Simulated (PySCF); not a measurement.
Computed properties of C₃H₅FSi, SMILES FC=C=C[SiH3]

C3H5FSi, SMILES FC=C=C[SiH3]. The structure is a stationary point at B3LYP-D3(BJ)/def2-SVP. This is a generated structure with no PubChem entry under its InChIKey; it may be hypothetical. The values are those of a single conformer. All values are computed for the isolated molecule unless a solvent is named; none is compared with measurement here.

**Structure.** All 24 harmonic modes at B3LYP-D3(BJ)/def2-SVP (PySCF) are real, so it is a minimum. With heavy atoms numbered as in [F:1][CH:2]=[C:3]=[CH:4][SiH3:5], the shortest bond between them is C3–C4 at 1.311 Å and the longest C4–Si5 at 1.885 Å.

**Vibrations.** The strongest infrared lines (harmonic, unscaled, degenerate partners summed) lie at 929 cm⁻¹ (309 km/mol, H 90 %, Si 9 %), 1423 cm⁻¹ (166 km/mol, C 68 %, H 29 %), 2218 cm⁻¹ (114 km/mol, H 97 %). The softest mode is at 88 cm⁻¹ and the zero-point energy is 40.1 kcal/mol.

**Electronic structure.** PBE0/def2-TZVP (PySCF) places the frontier levels at -7.28 and -1.09 eV, a gap of 6.19 eV, and gives a dipole moment of 1.55 D and a mean polarisability of 66.7 bohr³. PBE/def2-TZVP (PySCF) at the same geometry gives -6.05 and -2.08 eV, so its gap is 2.22 eV narrower. An orbital gap is neither the optical nor the fundamental gap.

**Excitations.** TDDFT-ωB97X/def2-SVPD (PySCF) has S1 at 4.58 eV (271 nm, f = 0.001, dark); the most intense of the 10 singlets computed lies at 7.58 eV (f = 1.28). T1 (TDA) is at 4.20 eV. TDDFT-PBE/def2-SVPD (PySCF) puts S1 at 4.16 eV. No vertical singlet excitation falls in the visible range (under 3.1 eV).

**NMR.** GIAO shifts at PBE0/pcSseg-1 (PySCF) (non-relativistic, atoms alike by connectivity averaged): ¹³C from 105.7 to 228.2 ppm against TMS; ¹H from 4.6 to 7.8 ppm against TMS; ²⁹Si at -66.8 ppm against TMS; ¹⁹F at -201.1 ppm against CFCl3.
